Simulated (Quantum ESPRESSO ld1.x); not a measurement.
Values are calculated unless marked as measured or tabulated.
Ne4+, configuration [He] 2s2 2p2 (the NIST ground configuration). Code: ld1.x of Quantum ESPRESSO 7.5. Model: scalar-relativistic Kohn-Sham, LDA (Slater exchange, VWN5 correlation), spin-polarised, spherical densities, point nucleus; open shells are filled with parallel spins first.

Unscreened Slater integrals over Kohn-Sham orbitals (cm^-1). They are taken over the spin-up orbitals.

F0(2p,2p): 286590
F2(2p,2p): 134330
F0(2p,2s): 271050
G1(2p,2s): 161370
F0(2p,1s): 396910
G1(2p,1s): 57288
F0(2s,2s): 260750
F0(2s,1s): 366760
G0(2s,1s): 31561
F0(1s,1s): 1304000

Derived for the open shells (J is the average intra-shell exchange parameter used in DFT+U). 2p: J = F2/5 = 26870 cm^-1; in LS coupling 1D lies 6 F2/25 = 32240 cm^-1 above 3P.
